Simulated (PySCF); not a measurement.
Atoms are numbered as in `[CH3:1][NH:2][SiH:3]([OH:4])[OH:5]` (H(Xn): hydrogen on atom n).

All values are calculated (PySCF 2.14): GIAO PBE0/pcSseg-1 shieldings, GFN2-xTB structure. No solvent, non-relativistic, single conformer, averaged over atoms made equivalent by symmetry, fast rotation or ring inversion.

Scale: ¹³C (σ = 186.93 ppm), ¹H (σ = 31.72 ppm), ²⁹Si (σ = 349.16 ppm) vs TMS; NH3 for ¹⁵N (σ = 267.73 ppm); ¹⁷O (σ = 336.08 ppm) vs H2O (reference shieldings calculated alike).

```tsv
atoms	nucleus	count	δ (ppm)
H(O4)/H(O5)	¹H	2	1.79
H(Si3)	¹H	1	5.04
H(C1)	¹H	3	2.65
C1	¹³C	1	?
N2	¹⁵N	1	36.5
O4/O5	¹⁷O	2	43.0
H(N2)	¹H	1	?
Si3	²⁹Si	1	-40.2
```

Problem. Estimate the values marked ?.

Solution. 
- C1: 28.9 ppm, methyl carbon bonded to N; pulled downfield by the heteroatom
- H(N2): 0.55 ppm, hydrogen on a nitrogen bonded to C, Si; exchangeable, gas-phase position

OH and NH positions are those of a molecule without intermolecular hydrogen bonds; in solution they move with solvent, concentration and temperature, and exchange usually removes their couplings. Shifts are as computed. Against solution values, carbons near 30 ppm lie about +3 ppm off and those near 130 ppm about +5 ppm (rms about the fit 2.1 ppm; single classes can miss by 10 ppm). Of 1328 compounds with measured shifts, 309 miss one by over three times the rms of a fit or turn the order of signals round; such compounds aren't used in these exercises. Signals without a measured value on file couldn't be tested in this way; 1H shifts scatter by 0.2 ppm about their fit, and single ones miss by 0.5 ppm. Experimental scales use liquid or dissolved standards, which lie at an offset from isolated NH3 (liquid NH3: subtract about 20 ppm) and H2O (liquid H2O: subtract about 36 ppm).
